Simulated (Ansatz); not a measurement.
C4H6F2O, SMILES `FC1(F)CCOC1`, relaxed with RKS PBE0-D4/def2-TZVP in Ansatz 0.2.0 from a PBE-D4/def2-SVP geometry. The force threshold is 0.005 eV/Å; the program also tests the step.

Total charge 0; spin multiplicity 1.

Start:

```xyz
13

F     0.435   -1.199    1.861
C     0.274   -0.807    0.562
F     0.383   -1.942   -0.211
C    -1.061   -0.120    0.292
C    -0.683    0.756   -0.903
O     0.622    1.246   -0.588
C     1.325    0.236    0.121
H    -1.865   -0.857    0.104
H    -1.323    0.502    1.171
H    -0.674    0.149   -1.841
H    -1.349    1.627   -1.058
H     2.090   -0.270   -0.513
H     1.828    0.679    1.005
```

```csv
step,energy (eV),largest force (eV/Å),largest move (Å)
1,-11719.0678,0.562,0.000
2,-11719.1172,0.189,0.024
3,-11719.1230,0.035,0.016
4,-11719.1235,0.025,0.007
5,-11719.1252,0.117,0.045
6 (rejected),-11719.1177,0.357,0.195
7,-11719.1287,0.018,0.080
8,-11719.1299,0.150,0.098
9,-11719.1311,0.065,0.015
10,-11719.1322,0.018,0.039
11,-11719.1330,0.046,0.068
12,-11719.1331,0.038,0.038
13,-11719.1332,0.016,0.004
14,-11719.1333,0.001,0.001
```

End:

```xyz
13

F     0.376   -0.896    1.981
C     0.270   -0.775    0.631
F     0.452   -2.028    0.129
C    -1.069   -0.188    0.216
C    -0.658    0.823   -0.844
O     0.592    1.313   -0.392
C     1.313    0.191    0.058
H    -1.750   -0.963   -0.132
H    -1.505    0.319    1.078
H    -0.550    0.343   -1.827
H    -1.339    1.668   -0.938
H     1.832   -0.310   -0.770
H     2.036    0.504    0.810
```

Hardware: 4 threads of an Intel Xeon Platinum 8259CL on a shared host. Wall time 71 s, peak host memory 0.87 GiB.
